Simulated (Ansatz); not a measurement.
`F[C]1=C[NH][Ga]1[Cl]`: the same geometry under several functionals.

```yaml
crystal:
  periodic: [false, false, false]
  atoms:
    - {symbol: F, position_ang: [2.293070, 0.927144, 0.221653]}
    - {symbol: C, position_ang: [1.042643, 0.487793, 0.126058]}
    - {symbol: C, position_ang: [0.623561, -0.792681, 0.150351]}
    - {symbol: N, position_ang: [-0.730787, -0.927612, -0.248098]}
    - {symbol: Ga, position_ang: [-0.776888, 0.989767, -0.339648]}
    - {symbol: Cl, position_ang: [-2.295981, 2.409558, -0.723336]}
    - {symbol: H, position_ang: [1.231956, -1.666642, 0.375874]}
    - {symbol: H, position_ang: [-1.295375, -1.484528, 0.381446]}
basis:
  gaussian: {orbitals: def2-TZVPP}
hamiltonian: {xc: {name: r2SCANh}, dispersion: d4}
output: {orbitals: {seedname: orbitals}}
```

```sh
$ ansatz run in.yaml --threads 4 --pin off --events-out ev --progress --plain --max-ram 10444MiB
```

It prints (some lines left out):

```
Functional definition: r2SCANh
1474 factors; their error is unknown
mean field evaluation 1: about -71201.2562 eV, gradient 7.2e1 eV
mean field evaluation 2: about -71134.6683 eV, gradient 1.6e2 eV
mean field evaluation 4: about -71211.3437 eV, gradient 1.7e1 eV
mean field evaluation 8: about -71211.9735 eV, gradient 1.8e-1 eV
mean field evaluation 16: about -71212.0472 eV, gradient 6.7e-4 eV
mean field -71212.04723116 eV, -2616.9944664859 hartree, gradient 4.6e-5 eV, S^2 0.000000; 0 other end points of the search recorded, 0 dependent functions left out
reference -71212.04724117 eV, -2616.9944668536 hartree; 39, 39 occupied and 203, 203 virtual orbitals, 1474 factors
Total energy: -71212.10198364 eV, -2616.9964786022 hartree
```

Hardware: 4 threads of an Arm Neoverse V1 on a shared host. Wall time 7.5 s, peak host memory 0.76 GiB.

With the line `hamiltonian: {xc: pbe, dispersion: d4}` and forces (abridged; 3.1 s):

```
Functional definition: PBE
mean field evaluation 16: about -71197.1453 eV, gradient 2.4e-3 eV
mean field -71197.14526664 eV, -2616.4468293906 hartree, gradient 1.8e-5 eV, S^2 0.000000
Total energy: -71197.35833624 eV, -2616.4546595542 hartree
Atom 0 force     0.615604     0.258691    -0.006469 eV/Å
Atom 1 force     0.004581     0.311983     0.108504 eV/Å
Atom 2 force    -0.085625    -0.407892     0.038667 eV/Å
Atom 3 force    -0.089399    -0.303201    -0.327274 eV/Å
Atom 4 force    -0.068734     0.280474    -0.023115 eV/Å
Atom 5 force    -0.266474     0.232883    -0.069288 eV/Å
Atom 6 force     0.121049    -0.182548     0.056412 eV/Å
Atom 7 force    -0.231001    -0.190390     0.222563 eV/Å
Dipole moment:    -0.124161    -0.209567     0.169427 e Å
```

With the line `hamiltonian: {xc: {name: LC-wPBE}}` (abridged; 3.2 s):

```
Functional definition: LC-wPBE
mean field evaluation 16: about -71202.5727 eV, gradient 4.0e-4 eV
mean field -71202.57267671 eV, -2616.6462830319 hartree, gradient 2.4e-5 eV, S^2 0.000000
Total energy: -71202.57267672 eV, -2616.6462830322 hartree
```

With the line `hamiltonian: {xc: {name: B97M-V}}` (abridged; 12 s):

```
Functional definition: B97M-V
mean field evaluation 16: about -71202.5028 eV, gradient 2.8e-3 eV
mean field -71202.50277280 eV, -2616.6437141105 hartree, gradient 4.9e-5 eV, S^2 0.000000
Total energy: -71202.50282851 eV, -2616.6437161581 hartree
```

With the line `hamiltonian: {xc: {name: BHLYP}, dispersion: d4}` (abridged; 4.2 s):

```
Functional definition: BHLYP
mean field evaluation 16: about -71212.9320 eV, gradient 1.3e-4 eV
mean field -71212.93204663 eV, -2617.0269828546 hartree, gradient 5.1e-5 eV, S^2 0.000000
Total energy: -71213.22129661 eV, -2617.0376125952 hartree
```

The same input with `hamiltonian: {xc: {name: BLYP}, dispersion: d4}` (abridged; 2.5 s):

```
Functional definition: BLYP
mean field evaluation 16: about -71217.4476 eV, gradient 1.3e-3 eV
mean field -71217.44759155 eV, -2617.1929260699 hartree, gradient 7.7e-5 eV, S^2 0.000000
Total energy: -71217.90997177 eV, -2617.2099182295 hartree
```
